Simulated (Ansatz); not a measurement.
`O[Si](F)(Cl)Cl` + `[SiH3]`• → `[O][Si](F)(Cl)Cl`• + SiH₄ at 500 K and 1 bar (hydrogen abstraction from the O–H bond).

Program: Ansatz. Geometries: PBE0-D4/def2-TZVP. ΔE: electronic, gas phase. CCSD(T)/CBS adds triple-zeta CCSD(T) − MP2 to the extrapolated MP2 energy (def2 sets, frozen cores). This one scheme is used for every species. No spin–orbit coupling; open shells (•) take unrestricted orbitals. Each species was taken in one conformer, which may not be the lowest.

```json
{"species": "`O[Si](F)(Cl)Cl`", "CCSD(T)/CBS energy (Eh)": "-1384.43664", "H − E (kJ/mol)": "95.1", "S (J/(mol·K))": "392.9"}
{"species": "`[SiH3]`•", "CCSD(T)/CBS energy (Eh)": "-290.80808", "H − E (kJ/mol)": "75.1", "S (J/(mol·K))": "240.4"}
{"species": "`[O][Si](F)(Cl)Cl`•", "CCSD(T)/CBS energy (Eh)": "-1383.72661", "H − E (kJ/mol)": "61.1", "S (J/(mol·K))": "398.1"}
{"species": "SiH₄", "CCSD(T)/CBS energy (Eh)": "-291.46306", "H − E (kJ/mol)": "102.4", "S (J/(mol·K))": "230.9"}
```

H − E and S are ideal-gas, rigid-rotor, harmonic terms from PBE0-D4/def2-TZVP, for one conformer and one mirror image of each species, with the whole ground term of open shells counted as degenerate. 1 Eh = 2625.50 kJ/mol, R = 8.31446 J/(mol·K).

Question: By hand: ΔE, ΔH, ΔS and ΔG.

Answer: ΔE = (-1383.72661) + (-291.46306) − (-1384.43664) − (-290.80808) = 0.05505 Eh = 144.5 kJ/mol. Δ(H − E) = 61.1 + 102.4 − 95.1 − 75.1 = -6.7, so ΔH = 137.8 kJ/mol. ΔS = 398.1 + 230.9 − 392.9 − 240.4 = -4.3 J/(mol·K). ΔG = 137.8 − 500 × (-4.3)/1000 = 140.0 kJ/mol.

Question: By hand: the equilibrium constant, and the temperature at which ΔG would vanish if ΔH and ΔS stayed fixed.

Answer: log₁₀ K = −ΔG/(RT ln 10) = -14.6. ΔH and −TΔS have one sign here, so there is no such temperature. One of them is within its doubt of zero, so this could turn.

The number of gas molecules stays the same, so ΔS is small and ΔH decides. A doubt of 5 kJ/mol in ΔE shifts log₁₀ K by 0.5 here. Other conformers and mirror images would add mixing entropy, several J/(mol·K) or more a flexible species. Modes under 60 cm⁻¹, often nearly free rotors, make the harmonic entropy too high. These are equilibria of isolated gas molecules and say nothing of rates. Largest T1 diagnostic: 0.015 (customary marks: 0.02 for closed shells, 0.045 for open ones).
